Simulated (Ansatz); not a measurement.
Ansatz (a program for electronic structure) input:

Ansatz 0.2 input:
```yaml
crystal:
  periodic: [false, false, false]
  atoms:
    - {symbol: Rh, position_ang: [-0.00000000, -0.00000000, -0.16824223]}
    - {symbol: B, position_ang: [0.00000000, 0.00000000, 1.51418011]}
basis:
  gaussian:
    orbitals: def2-TZVP
magnetization: {spin_polarized: false}
correlation: {method: mp2, electrons: outside_noble_gas}
relax: {f_tol: 0.003, max_steps: 100}
```

**Question.** Predict the final energy.

**Answer.** -134.73218 Eh (MP2/def2-TZVP). The basis has 71 functions.
